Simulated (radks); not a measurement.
Correlation energies from several functionals, in hartree. Species: As [Ar] 3d10 4s2 4p3; Al3+ [Ne]. Calculated with a radial shooting solver on a logarithmic mesh with Libxc functionals: non-relativistic Kohn-Sham, exchange-only B88, spin-polarised, spherical densities, point nucleus. Every spin shell is full or empty, so the densities are truly spherical. Functionals are evaluated on that one density, not self-consistently.

| functional | As | Al3+ |
|---|---|---|
| PW92 | -2.9252 | -0.84868 |
| Wigner | -1.6697 | -0.53208 |
| PBEsol | -1.7827 | -0.45059 |
| LYP | -1.5557 | -0.42117 |
| P86 | -1.7706 | -0.43113 |
| AM05 | -2.7002 | -0.76572 |
| SCAN | -1.5681 | -0.37210 |
| Tao-Mo | -1.4839 | -0.34608 |
